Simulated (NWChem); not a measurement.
Molecule: WSiH₈; SMILES [WH5][SiH3]

def2 effective core potentials on W; no spin-orbit coupling.

**Question.** Give the equilibrium geometry at PBE0/def2-SVP with def2 effective core potentials on W (NWChem) as a list of bonds and angles, with the point group.

**Answer.** point group Cs; any orientation.
Bonds (Å): W1–H2 1.704, W1–H3 1.668, W1–H4 1.703, W1–H5 1.668, W1–H6 1.703, W1–Si7 2.469, Si7–H8 1.497, Si7–H9 1.508, Si7–H10 1.508. Bond angles (°): H2–W1–H3 114.9, H2–W1–H4 116.0, H2–W1–H5 114.9, H2–W1–H6 116.0, H2–W1–Si7 66.7, H3–W1–H4 65.1, H3–W1–H5 64.7, H3–W1–H6 119.1, H3–W1–Si7 59.6, H4–W1–H5 119.1, H4–W1–H6 116.0, H4–W1–Si7 116.5, H5–W1–H6 65.1, H5–W1–Si7 59.6, H6–W1–Si7 116.5, W1–Si7–H8 120.0, W1–Si7–H9 107.7, W1–Si7–H10 107.7, H8–Si7–H9 106.8, H8–Si7–H10 106.8, H9–Si7–H10 107.4.
